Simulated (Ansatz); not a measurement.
**Molecular dynamics of ClGeH$_{3}$O**

input.yaml

```yaml
crystal:
  periodic: [false, false, false]
  atoms:
    - { symbol: Ge, position_ang: [-0.158235, 0.051544, -0.059173] }
    - { symbol: O, position_ang: [-0.462697, 0.236462, 1.693932] }
    - { symbol: H, position_ang: [-0.18053, -0.554018, 2.191634] }
    - { symbol: Cl, position_ang: [1.985661, -0.165136, -0.419959] }
    - { symbol: H, position_ang: [-0.638089, 1.380197, -0.67507] }
    - { symbol: H, position_ang: [-0.822111, -1.23045, -0.625964] }
basis:
  gaussian: { orbitals: def2-SVP }
hamiltonian:
  xc: pbe
md:
  timestep: 0.25
  n_steps: 300
  ensemble: nvt_langevin
  temperature: 300.0
  initial_velocities: maxwell_boltzmann
  seed: 170937
  friction: 0.001
```

Command:

```bash
$ ansatz run input.yaml --threads 1 --pin off --max-ram 2048MiB --backend cpu --events-out ev --progress --plain --runs-dir out
```

It starts from a relaxed structure.

Output, in part (one step line in 11, the closing report, with atoms numbered from 0):

```
md step     0: t =     0.00 fs  T =   250.0 K  F+E_penalty+E_count = -71109.65948368 eV  E_kin = 0.193890 eV  (25 SCF iters)
md step    11: t =     2.75 fs  T =   191.3 K  F+E_penalty+E_count = -71109.60182337 eV  E_kin = 0.148354 eV  (25 SCF iters)
md step    22: t =     5.50 fs  T =   199.4 K  F+E_penalty+E_count = -71109.59604588 eV  E_kin = 0.154622 eV  (25 SCF iters)
md step    33: t =     8.25 fs  T =   167.0 K  F+E_penalty+E_count = -71109.56821062 eV  E_kin = 0.129531 eV  (25 SCF iters)
md step    44: t =    11.00 fs  T =   101.5 K  F+E_penalty+E_count = -71109.52024800 eV  E_kin = 0.078705 eV  (22 SCF iters)
md step    55: t =    13.75 fs  T =   153.2 K  F+E_penalty+E_count = -71109.56315787 eV  E_kin = 0.118795 eV  (25 SCF iters)
md step    66: t =    16.50 fs  T =   159.6 K  F+E_penalty+E_count = -71109.56933481 eV  E_kin = 0.123775 eV  (25 SCF iters)
md step    77: t =    19.25 fs  T =   149.5 K  F+E_penalty+E_count = -71109.55971427 eV  E_kin = 0.115980 eV  (25 SCF iters)
md step    88: t =    22.00 fs  T =   172.7 K  F+E_penalty+E_count = -71109.57415608 eV  E_kin = 0.133955 eV  (25 SCF iters)
md step    99: t =    24.75 fs  T =   135.8 K  F+E_penalty+E_count = -71109.53750116 eV  E_kin = 0.105301 eV  (25 SCF iters)
md step   110: t =    27.50 fs  T =   118.8 K  F+E_penalty+E_count = -71109.52205108 eV  E_kin = 0.092140 eV  (25 SCF iters)
md step   121: t =    30.25 fs  T =   125.8 K  F+E_penalty+E_count = -71109.52774674 eV  E_kin = 0.097545 eV  (25 SCF iters)
md step   132: t =    33.00 fs  T =   127.3 K  F+E_penalty+E_count = -71109.53446905 eV  E_kin = 0.098720 eV  (25 SCF iters)
md step   143: t =    35.75 fs  T =   112.7 K  F+E_penalty+E_count = -71109.52246361 eV  E_kin = 0.087392 eV  (25 SCF iters)
md step   154: t =    38.50 fs  T =   134.8 K  F+E_penalty+E_count = -71109.53619158 eV  E_kin = 0.104567 eV  (25 SCF iters)
md step   165: t =    41.25 fs  T =   123.5 K  F+E_penalty+E_count = -71109.53271477 eV  E_kin = 0.095819 eV  (25 SCF iters)
md step   176: t =    44.00 fs  T =    85.2 K  F+E_penalty+E_count = -71109.50467688 eV  E_kin = 0.066079 eV  (22 SCF iters)
md step   187: t =    46.75 fs  T =   138.2 K  F+E_penalty+E_count = -71109.54376044 eV  E_kin = 0.107207 eV  (25 SCF iters)
md step   198: t =    49.50 fs  T =   131.6 K  F+E_penalty+E_count = -71109.54279800 eV  E_kin = 0.102042 eV  (25 SCF iters)
md step   209: t =    52.25 fs  T =   131.5 K  F+E_penalty+E_count = -71109.54145274 eV  E_kin = 0.101948 eV  (25 SCF iters)
md step   220: t =    55.00 fs  T =   197.7 K  F+E_penalty+E_count = -71109.58470299 eV  E_kin = 0.153312 eV  (25 SCF iters)
md step   231: t =    57.75 fs  T =   131.8 K  F+E_penalty+E_count = -71109.53999089 eV  E_kin = 0.102232 eV  (26 SCF iters)
md step   242: t =    60.50 fs  T =   117.2 K  F+E_penalty+E_count = -71109.52835505 eV  E_kin = 0.090881 eV  (25 SCF iters)
md step   253: t =    63.25 fs  T =   138.3 K  F+E_penalty+E_count = -71109.54877964 eV  E_kin = 0.107291 eV  (25 SCF iters)
md step   264: t =    66.00 fs  T =    89.4 K  F+E_penalty+E_count = -71109.51124143 eV  E_kin = 0.069323 eV  (21 SCF iters)
md step   275: t =    68.75 fs  T =   153.0 K  F+E_penalty+E_count = -71109.55633822 eV  E_kin = 0.118664 eV  (25 SCF iters)
md step   286: t =    71.50 fs  T =   196.3 K  F+E_penalty+E_count = -71109.58136077 eV  E_kin = 0.152238 eV  (25 SCF iters)
md step   297: t =    74.25 fs  T =   168.0 K  F+E_penalty+E_count = -71109.55121679 eV  E_kin = 0.130286 eV  (25 SCF iters)
md step   300: t =    75.00 fs  T =   164.9 K  F+E_penalty+E_count = -71109.55206564 eV  E_kin = 0.127909 eV  (26 SCF iters)
Total energy: -71109.55209492 eV, -2613.2278397028 hartree
Atom 0 at    -0.174779     0.056064    -0.021800 Å, force    -0.117886    -1.201458     0.110567 eV/Å
Atom 1 at    -0.282322     0.361373     1.746487 Å, force     0.073930    -1.020485     0.518595 eV/Å
Atom 2 at    -0.158327    -0.484232     2.283323 Å, force    -0.147422     1.178745    -0.879195 eV/Å
Atom 3 at     1.936736    -0.274547    -0.541311 Å, force    -0.247615    -0.097227     0.037964 eV/Å
Atom 4 at    -0.602073     1.271795    -0.807826 Å, force    -0.172560     0.642306    -0.041389 eV/Å
Atom 5 at    -1.078257    -1.211122    -0.441326 Å, force     0.611553     0.498119     0.253458 eV/Å
Dipole moment:    -0.312389    -0.205010     0.073205 e Å
```

The run went to its last step. The mean temperature of the second half is 54 % below the set value. A run of 0.075 ps of so small a system gives no equilibrium averages.

The same pairs are bonded in the first frame and the last. Pairs count as bonded within 1.25 times the sum of covalent radii (0.12 Å more for H–H).

Last frame:

```xyz
6
Properties=species:S:1:pos:R:3
Ge -0.175 0.056 -0.022
O -0.282 0.361 1.746
H -0.158 -0.484 2.283
Cl 1.937 -0.275 -0.541
H -0.602 1.272 -0.808
H -1.078 -1.211 -0.441
```

Run time: 8.8 min on 1 thread of Arm Neoverse V1, on a shared host, peak memory 0.14 GiB.
